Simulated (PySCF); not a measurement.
## Radial density of K (potassium, neutral)

UHF, [Ar] 4s1, 2S determinant. Computed with PySCF 2.14 in cc-pVTZ-X2C (6s5p3d1f, 43 functions), with scalar relativity by spin-free X2C-1e.

```tsv
r (bohr)	4πr²ρ (e/bohr)	4πr²(ρα − ρβ)
0.00117	0.09425	0.0000
0.00197	0.2477	0.0000
0.00331	0.6397	0.0001
0.00557	1.601	0.0003
0.00938	3.795	0.0006
0.0158	8.201	0.0013
0.0265	15.13	0.0022
0.0446	21.49	0.0025
0.0751	20.62	0.0005
0.126	15.76	-0.0013
0.212	20.84	0.0043
0.357	19.63	0.0036
0.601	6.277	0.0043
1.01	6.603	0.0165
1.70	3.867	-0.0007
2.86	0.5139	0.1321
4.81	0.2211	0.2177
8.09	0.05707	0.0571
13.6	0.001135	0.0011
```

Densities and radii are taken from the X2C orbitals without a picture-change correction, which distorts them close to the nucleus.
